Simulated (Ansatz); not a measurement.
Ansatz (an electronic-structure program) input (B3LYP/6-31G*):

Ansatz 0.2 input:
```yaml
crystal:
  periodic: [false, false, false]
  atoms:
    - {symbol: N, position_ang: [-0.00000000, -0.00000000, -1.26792166]}
    - {symbol: C, position_ang: [-0.00000000, -0.00000000, -0.07172136]}
    - {symbol: O, position_ang: [0.00000000, 0.00000000, 1.16322246]}
basis:
  gaussian:
    orbitals: 6-31G*
hamiltonian:
  xc: {name: B3LYP}
total_charge: -1
phonons: {temperatures: {t_min: 298.15, t_max: 298.15, t_step: 100}}
```

Task: Which harmonic wavenumbers does it give?

Result: 609, 609, 1262, 2256 cm⁻¹ (unscaled; negative means imaginary).
